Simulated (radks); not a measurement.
Species: the zinc ion Zn+. Configuration: [Ar] 3d9 4s1 4p1 (not the ground configuration).

Calculated with a radial shooting solver on a logarithmic mesh with Libxc functionals: scalar-relativistic Kohn-Sham, PBE, spin-polarised, spherical densities, point nucleus; open shells are filled with parallel spins first.

Energy parts (hartree):
| part | energy |
|---|---|
| total | -1795.15636 |
| kinetic | 1823.80743 |
| electron-nucleus | -4307.09652 |
| Hartree | 759.07026 |
| exchange-correlation | -70.93753 |

Orbitals (lengths in bohr, moments of r in powers of bohr):
| orbital | occ. | eigenvalue (hartree) | <r^4> |
|---|---|---|---|
| 1s up | 1 | -350.7612 | 0.00002983 |
| 1s down | 1 | -350.7580 | 0.00002983 |
| 2s up | 1 | -43.29666 | 0.006332 |
| 2s down | 1 | -43.27133 | 0.006322 |
| 2p up | 3 | -37.62125 | 0.004695 |
| 2p down | 3 | -37.60119 | 0.004686 |
| 3s up | 1 | -5.45982 | 0.4556 |
| 3s down | 1 | -5.41054 | 0.4551 |
| 3p up | 3 | -3.76930 | 0.6100 |
| 3p down | 3 | -3.71963 | 0.6073 |
| 3d up | 5 | -1.04816 | 2.199 |
| 3d down | 4 | -0.99375 | 2.099 |
| 4s up | 1 | -0.65311 | 51.75 |
| 4s down | 0 | -0.56878 | 52.19 |
| 4p up | 1 | -0.38731 | 133.8 |
| 4p down | 0 | -0.30298 | 147.6 |

The highest occupied level is 4p up at -10.539 eV. The configuration is held as typed, so some empty levels lie below it. Spin moment in Bohr magnetons: 3.
